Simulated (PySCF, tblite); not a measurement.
Breaking a bond: CCl, doublet.

- ROHF/6-31G (PySCF)
- ROKS-B3LYP = PySCF with restricted open-shell B3LYP/6-31G
- GFN2-xTB, 300 K electronic temperature (tblite)
- UMP2 = MP2 on UHF/6-31G, 6 core orbitals frozen run with PySCF

Energies are in eV, each relative to the lowest point of its own curve near equilibrium.

| R / Å | ROHF | ROKS-B3LYP | GFN2-xTB | UMP2 |
|---|---|---|---|---|
| 1.32 | 5.028 | 4.983 | 2.162 | 5.143 |
| 1.39 | 3.118 | 3.108 | [?] | 3.225 |
| 1.48 | 1.558 | 1.566 | 0.243 | 1.644 |
| 1.55 | 0.824 | 0.832 | [?] | 0.890 |
| 1.58 | 0.602 | 0.609 | 0.000 | 0.660 |
| 1.65 | 0.247 | 0.249 | 0.050 | 0.285 |
| 1.70 | 0.102 | 0.101 | [?] | 0.126 |
| 1.74 | 0.035 | 0.033 | [?] | 0.050 |
| 1.82 | 0.000 | 0.000 | [?] | 0.000 |
| 1.90 | 0.060 | 0.067 | 0.916 | [?] |
| 2.05 | 0.333 | 0.360 | 1.649 | 0.372 |

**Question.** Some entries are withheld; supply them.

**Answer.** 
- 1.39, GFN2-xTB: 0.993
- 1.55, GFN2-xTB: 0.026
- 1.70, GFN2-xTB: 0.156
- 1.74, GFN2-xTB: 0.273
- 1.82, GFN2-xTB: 0.567
- 1.90, UMP2: 0.052

The scan ran from 1.32 to 6.52 Å; beyond the distances shown one of the unrestricted levels run for this scan, shown here or not, changes its spin distribution in one step.
